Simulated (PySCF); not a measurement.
AlI2 (SMILES [I][Al+][I]), charge +1, singlet, geometry from GFN2-xTB (such geometries of metal compounds can be far from the true shape) (all electrons, no relativity); HF/STO-3G in PySCF.

PySCF was given this input:
```python
from pyscf import gto, scf

mol = gto.M(
    atom='''
Al    0.000000    0.000000    0.000000
I    -0.000000   -0.000000   -2.473770
I     0.000000    0.000000    2.473770
''',
    basis='sto-3g',
    charge=1,
    spin=0,
    verbose=5,
)

mf = scf.RHF(mol)
mf.kernel()
```

Problem. What does PySCF print? Leave out banner, timings and long lists.

Solution. 
```
PySCF version 2.14.0

[INPUT] verbose = 5
[INPUT] max_memory = 4000
[INPUT] num. atoms = 3
[INPUT] num. electrons = 118
[INPUT] charge = 1
[INPUT] spin (= nelec alpha-beta = 2S) = 0
[INPUT] symmetry False subgroup None
[INPUT] Mole.unit = angstrom
[INPUT] Symbol           X                Y                Z      unit          X                Y                Z       unit  Magmom
[...]
[INPUT] ---------------- BASIS SET ----------------
[INPUT] l, kappa, [nprim/nctr], expnt,             c_1 c_2 ...
[INPUT] Al
[...]
                                64.01186067       0.5353281423
                                17.32410761       0.4446345422
[...]
                                4.391813233       0.3995128261
                                1.42835397        0.7001154689
[...]
                                0.3893265318      0.2255954336
                                0.1523797659      0.900398426
[...]
                                4.391813233       0.6076837186
                                1.42835397        0.3919573931
[...]
                                0.3893265318      0.5951670053
                                0.1523797659      0.462001012
[INPUT] I
[...]
                                1099.316231       0.5353281423
                                297.5178737       0.4446345422
[...]
                                124.0289171       0.3995128261
                                40.33805328       0.7001154689
[...]
                                21.21274175       0.2175436044
                                8.184535234       0.9166769611
[...]
                                2.841021154       0.0576109534
                                1.250624506       1.115578745
[...]
                                0.4253857892      -0.1972567438
                                0.1879003836      1.375495512
[...]
                                124.0289171       0.6076837186
                                40.33805328       0.3919573931
[...]
                                21.21274175       0.5777664691
                                8.184535234       0.4846460366
[...]
                                2.841021154       0.5852047641
                                1.250624506       0.543944204
[...]
                                0.4253857892      0.629032369
                                0.1879003836      0.6662832743
[...]
                                21.21274175       0.6555473627
                                8.184535234       0.286573259
[...]
                                2.841021154       0.6686785577
                                1.250624506       0.3052468245

nuclear repulsion = 595.21927640197
number of shells = 27
number of NR pGTOs = 189
number of NR cGTOs = 63
basis = sto-3g
ecp = {}

******** <class 'pyscf.scf.hf.RHF'> ********
method = RHF
initial guess = minao
damping factor = 0
level_shift factor = 0
DIIS = <class 'pyscf.scf.diis.CDIIS'>
diis_start_cycle = 1
diis_space = 8
diis_damp = 0
SCF conv_tol = 1e-09
SCF conv_tol_grad = None
SCF max_cycles = 50
direct_scf = True
direct_scf_tol = 1e-13
Set gradient conv threshold to 3.16228e-05
Initial guess from minao.
E1 = -20241.731735121037  E2 = 5750.4793344696  Ecoul = 6112.3142403371685  Exc = -361.8349058675685
init E= -13896.0331242495
cond(S) = 5.617209074646478
[...]
  mo_energy =
[-1.16628318e+03 -1.16628318e+03 -1.78743615e+02 -1.78743540e+02
 -1.70040708e+02 -1.70040698e+02 -1.70040656e+02 -1.70040656e+02
 -1.70040654e+02 -1.70040654e+02 -5.80882916e+01 -3.68785613e+01
 -3.68783011e+01 -3.38086289e+01 -3.38085096e+01 -3.38081103e+01
 -3.38081103e+01 -3.38080866e+01 -3.38080866e+01 -2.46283454e+01
 -2.46283326e+01 -2.46283103e+01 -2.46283103e+01 -2.46283088e+01
 -2.46283088e+01 -2.46281481e+01 -2.46281481e+01 -2.46281481e+01
 -2.46281481e+01 -7.43299813e+00 -7.43299104e+00 -6.04017481e+00
 -6.04005195e+00 -6.03648780e+00 -6.03648780e+00 -6.03647395e+00
 -6.03647395e+00 -5.06312157e+00 -3.28228784e+00 -3.27375599e+00
[...]
  4.64521895e-04  4.64521895e-04  2.81662773e-01]
E1 = -20378.73126664291  E2 = 5843.174362157834  Ecoul = 6209.831143979718  Exc = -366.65678182188367
cycle= 6 E= -13940.3376280831  delta_E= -1.97e-06  |g|= 0.000187  |ddm|= 0.00657
[...]
  mo_energy =
[-1.16464891e+03 -1.16464891e+03 -1.77388646e+02 -1.77388569e+02
 -1.68671031e+02 -1.68671022e+02 -1.68670216e+02 -1.68670216e+02
 -1.68670214e+02 -1.68670214e+02 -5.81965824e+01 -3.58345579e+01
 -3.58342856e+01 -3.27721335e+01 -3.27720026e+01 -3.27679549e+01
 -3.27679549e+01 -3.27679290e+01 -3.27679290e+01 -2.35885422e+01
 -2.35885277e+01 -2.35874186e+01 -2.35874186e+01 -2.35874168e+01
 -2.35874168e+01 -2.35839235e+01 -2.35839235e+01 -2.35839235e+01
 -2.35839235e+01 -6.77621449e+00 -6.77619034e+00 -5.38712540e+00
 -5.38712365e+00 -5.37065842e+00 -5.37065842e+00 -5.37065792e+00
 -5.37065792e+00 -5.11575095e+00 -3.34224784e+00 -3.33889421e+00
 -3.33889421e+00 -2.19271211e+00 -2.19174431e+00 -2.18696766e+00
 -2.18696766e+00 -2.18679757e+00 -2.18679757e+00 -2.17269355e+00
 -2.17269355e+00 -2.17269304e+00 -2.17269304e+00 -9.29858182e-01
 -8.97301840e-01 -6.29018005e-01 -5.36887963e-01 -5.06232152e-01
 -5.06232152e-01 -4.87857398e-01 -4.87857398e-01 -1.04055128e-01
  5.06992154e-04  5.06992154e-04  2.81675902e-01]
E1 = -20378.731954743576  E2 = 5843.175050214317  Ecoul = 6209.831845252285  Exc = -366.65679503796855
cycle= 7 E= -13940.3376281273  delta_E= -4.42e-08  |g|= 1.85e-05  |ddm|= 0.00101
[...]
  mo_energy =
[-1.16464891e+03 -1.16464891e+03 -1.77388650e+02 -1.77388574e+02
 -1.68671036e+02 -1.68671026e+02 -1.68670221e+02 -1.68670221e+02
 -1.68670219e+02 -1.68670219e+02 -5.81965712e+01 -3.58345622e+01
 -3.58342898e+01 -3.27721378e+01 -3.27720069e+01 -3.27679592e+01
 -3.27679592e+01 -3.27679333e+01 -3.27679333e+01 -2.35885465e+01
 -2.35885320e+01 -2.35874228e+01 -2.35874228e+01 -2.35874211e+01
 -2.35874211e+01 -2.35839278e+01 -2.35839278e+01 -2.35839278e+01
 -2.35839278e+01 -6.77621861e+00 -6.77619445e+00 -5.38712951e+00
 -5.38712777e+00 -5.37066244e+00 -5.37066244e+00 -5.37066194e+00
 -5.37066194e+00 -5.11574438e+00 -3.34224004e+00 -3.33888569e+00
 -3.33888569e+00 -2.19271619e+00 -2.19174840e+00 -2.18697174e+00
 -2.18697174e+00 -2.18680165e+00 -2.18680165e+00 -2.17269753e+00
 -2.17269753e+00 -2.17269702e+00 -2.17269702e+00 -9.29860104e-01
 -8.97302539e-01 -6.29021431e-01 -5.36886244e-01 -5.06233526e-01
 -5.06233526e-01 -4.87859627e-01 -4.87859627e-01 -1.04059811e-01
  5.07723679e-04  5.07723679e-04  2.81679574e-01]
E1 = -20378.731892786287  E2 = 5843.174988256712  Ecoul = 6209.831781022363  Exc = -366.6567927656515
cycle= 8 E= -13940.3376281276  delta_E= -3.15e-10  |g|= 6.41e-07  |ddm|= 7.74e-05
[...]
  mo_energy =
[-1.16464891e+03 -1.16464891e+03 -1.77388650e+02 -1.77388574e+02
 -1.68671036e+02 -1.68671026e+02 -1.68670221e+02 -1.68670221e+02
 -1.68670219e+02 -1.68670219e+02 -5.81965710e+01 -3.58345623e+01
 -3.58342899e+01 -3.27721379e+01 -3.27720070e+01 -3.27679593e+01
 -3.27679593e+01 -3.27679334e+01 -3.27679334e+01 -2.35885466e+01
 -2.35885321e+01 -2.35874229e+01 -2.35874229e+01 -2.35874212e+01
 -2.35874212e+01 -2.35839279e+01 -2.35839279e+01 -2.35839279e+01
 -2.35839279e+01 -6.77621871e+00 -6.77619456e+00 -5.38712962e+00
 -5.38712787e+00 -5.37066254e+00 -5.37066254e+00 -5.37066204e+00
 -5.37066204e+00 -5.11574413e+00 -3.34223976e+00 -3.33888550e+00
 -3.33888550e+00 -2.19271630e+00 -2.19174850e+00 -2.18697184e+00
 -2.18697184e+00 -2.18680175e+00 -2.18680175e+00 -2.17269763e+00
 -2.17269763e+00 -2.17269711e+00 -2.17269711e+00 -9.29860117e-01
 -8.97302527e-01 -6.29021435e-01 -5.36886190e-01 -5.06233642e-01
 -5.06233642e-01 -4.87859689e-01 -4.87859689e-01 -1.04059858e-01
  5.07846419e-04  5.07846419e-04  2.81679536e-01]
E1 = -20378.731889203802  E2 = 5843.174984674233  Ecoul = 6209.831777317843  Exc = -366.65679264361006
Extra cycle  E= -13940.3376281276  delta_E= 5.46e-12  |g|= 1.64e-07  |ddm|= 1.36e-06
converged SCF energy = -13940.3376281276
```
